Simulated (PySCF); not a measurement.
C₃H₅BFN, SMILES NB1C=C[C@@H]1F.

Geometry optimised at B3LYP-D3(BJ)/def2-SVP. The structure was generated by enumeration; whether it is a known compound was not checked. The values are those of a single conformer.

These are PySCF with PBE/def2-TZVP values and carry that method's errors.

The molecule is in vacuum.

Problem. Estimate the frontier levels, gap, dipole moment and polarisability. (Estimate from the structure and the level; the computed values follow.)

Solution. 
| Item | Value |
|---|---|
| highest occupied level | -6.29 eV |
| lowest empty level | -1.60 eV |
| orbital gap | 4.69 eV |
| dipole moment | 0.465 e·Å |
| quadrupole, principal values (traceless, Buckingham form, about the centre of nuclear charge) | -8.49, -0.78, 9.27 D·Å |
| mean static polarisability | 57.0 bohr³ (8.45 Å³) |
| polarisability, principal values | 41.0, 59.4, 70.6 bohr³ |
